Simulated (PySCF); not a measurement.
# Optical rotation: SMILES C[C@H]1[SiH2]N([SiH3])[Si@H]1Br, C₂H₁₀BrNSi₃

Cartesian coordinates in Å; atom numbers follow the order of the lines, from 1:
```xyz
17

C    -2.5678    0.1058   -0.0396
C    -1.3099   -0.6243    0.4115
Si    0.1272   -0.8440   -0.8502
N     1.1478   -0.0615    0.3508
Si    2.8326    0.3477    0.3688
Si   -0.0763    0.3094    1.5298
Br   -0.4372    2.4879    1.6019
H    -3.1039   -0.4821   -0.7836
H    -2.3262    1.0709   -0.4813
H    -3.2410    0.2807    0.8002
H    -1.6056   -1.5757    0.8581
H     0.0045   -0.0424   -2.0646
H     0.5685   -2.2134   -1.0945
H     3.3929   -0.2098    1.6038
H     3.3889   -0.2605   -0.8353
H     2.9641    1.8059    0.3708
H     0.2344   -0.0827    2.8932
```

Level of theory: TDDFT CAM-B3LYP/def2-SVPD circular dichroism and optical rotation, one conformer, gas phase (PySCF 2.14.0). Geometry: GFN2-xTB.

The calculation is non-relativistic, which matters for the atoms heavier than Zn.

Stereocentres: C2 S, Si6 S.

(1) What is the specific rotation at 633, 589.3, 546, 436, 405, 365, 355 nm?

(2) And for the mirror image at 589.3 nm?

(3) What is the molar rotation [Φ] = [α]·M/100 of the geometry above at 589.3 nm?

Results:

(1) [α] in deg dm⁻¹ (g/mL)⁻¹:
```csv
λ (nm),origin-invariant length gauge,modified velocity gauge,length gauge (centre of mass),isotropic polarisability (au)
633,+123.2,+121.0,+123.4,126.8
589.3,+146.4,+143.8,+146.6,127.4
546,+176.9,+173.9,+177.2,128.0
436,+323.7,+318.8,+324.0,130.9
405,+402.7,+396.9,+403.0,132.2
365,+561.7,+554.4,+561.9,134.5
355,+617.6,+609.9,+617.8,135.2
```

(2) -146.4 deg dm⁻¹ (g/mL)⁻¹ (origin-invariant length gauge): the same size and the opposite sign.

(3) With M = 212.27 g/mol, +310.8 deg cm² dmol⁻¹ (origin-invariant length gauge).

The first excitation lies at 5.95 eV (208 nm) with R = +6.1 × 10⁻⁴⁰ esu² cm² (velocity form).
